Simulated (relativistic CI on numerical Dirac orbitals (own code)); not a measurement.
## Tb XLIX: q coefficients and field-shift factors

Computed by Dirac-Coulomb-Breit CI, orbitals from a KLI potential per configuration, derivatives by finite differences, unscaled Slater integrals, QED left out (own radial code, finite nucleus).

Configuration list (outside the closed core [Ne]): 3s2 3p5, 3s 3p6, 3s2 3p4 3d, 3s 3p5 3d, 3p6 3d, 3s 3p4 3d2, 3p5 3d2, 3p4 3d3. Double excitations out of closed p, d and f shells are left out; levels of such configurations are missing from the list, as are those of other unlisted configurations, and high levels can miss mixing partners.

With x = (α/α₀)² − 1 an excitation energy changes as ω = ω₀ + qx; K = 2q/ω₀ is the relative enhancement. Terms are leading LS components, so labels can repeat. The field-shift factor is F = δν/δ⟨r²⟩ for the transition from the lowest level.

Lowest level 3s2 3p5 2P°_3/2.

```
            Level  ω₀ (cm⁻¹)   q (cm⁻¹)  F (GHz/fm²)
  3s2 3p5 2P°_1/2    1509444  1.751e+06         -136
3s2 3p4 3d 4D_3/2    1577853      80950         3.11
3s2 3p4 3d 4D_5/2    1614193      97440         3.98
3s2 3p4 3d 4P_1/2    1621357      99220          -19
3s2 3p4 3d 2F_7/2    1650011      75880          5.1
3s2 3p4 3d 2D_3/2    1786462      99240         2.37
3s2 3p4 3d 2F_7/2    1934964     426600         9.45
3s2 3p4 3d 4F_9/2    1956245     419000         12.3
3s2 3p4 3d 2P_1/2    1981732     492400         -113
3s2 3p4 3d 2D_5/2    2154756     439400         6.86
3s2 3p4 3d 2D_3/2    2203759     460900         7.31
3s2 3p4 3d 2D_5/2    2235608     470500         1.97
    3s 3p6 2S_1/2    2769149  1.893e+06        -2230
```

At this charge energies of transitions that change n are usually good to better than 1 %, and those within a shell (Δn = 0) to a few per cent.

(1) Which transition from the lowest level has the largest |K|?

Answers

(1) 3s2 3p5 2P°_1/2 at 1509444 cm⁻¹, K = 2.32.
